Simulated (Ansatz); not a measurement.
**Worked example: the step energy**

An elementary step of BSiH$_{4}$ClF$_{2}$, singlet (BSiH₃F₂ ([F][B]([F])[SiH3]) + HCl → BSiH₂ClF₂ ([F][B]([F])([SiH2])[Cl]) + H₂; Si–H, H–Cl broken or loosened, B–Cl, Si–H, H–H formed or tightened). “Start” and “end” are the PBE0-D4/def2-TZVP structures reached by relaxing down either side of its saddle point, with the molecules still in contact.

Computed with Ansatz 0.2.0 (basis: def2-TZVPP and def2-QZVPP); correlated methods freeze the cores.

Energies in eV:

| quantity | end | start |
| --- | --- | --- |
| Hartree–Fock, triple zeta (X = 3) | -26517.43530 | -26519.21617 |
| Hartree–Fock, quadruple zeta (X = 4) | -26518.29960 | -26520.08118 |
| MP2 correlation, X = 3 | -25.71982 | -25.13000 |
| MP2 correlation, X = 4 | -28.06030 | -27.43060 |
| CCSD(T) correlation, X = 3 | -27.78850 | -27.30031 |

(1) Work out the step energy at the basis limit: extrapolate Hartree–Fock as E(X) = E∞ + A exp(−7.88 √X) and the MP2 correlation as E(X) = E∞ + B X^−2.97 (the exponents that Neese and Valeev fitted for def2-TZVPP and QZVPP), then add CCSD(T) − MP2 in triple zeta.

T1 diagnostic: at most 0.013.

Results:

(1) Each step is linear, so take the differences first (end − start): Hartree–Fock 1.78087 (X = 3) and 1.78158 (X = 4); MP2 correlation -0.58982 and -0.62970; CCSD(T) correlation -0.48819.
Two points give E∞ = E(4) + w [E(4) − E(3)], with w = 1/(exp(7.88 (2 − √3)) − 1) = 0.1377 for Hartree–Fock and w = 1/((4/3)^2.97 − 1) = 0.7407 for the correlation.
Hartree–Fock: 1.78158 + 0.1377 × 0.00071 = 1.7817 eV.
MP2 correlation: -0.62970 + 0.7407 × (-0.03988) = -0.6592 eV.
CCSD(T) − MP2: -0.48819 − (-0.58982) = 0.1016 eV.
Sum: 1.7817 + (-0.6592) + 0.1016 = 1.2241 eV, or 28.23 kcal/mol. Plain CCSD(T) in triple zeta gives 1.2927 eV, so the larger basis shifts the result by -0.0686 eV.

Labels in which every atom is bracketed show which atoms are joined, not bond orders.

For scale, one of the runs: CCSD(T)/def2-TZVPP, 233 basis functions (an equivalent command: `ansatz run in.yaml --threads 4`). Hardware: 4 CPU threads, shared host. Wall time 2.2 min; peak host memory 4.1 GiB.
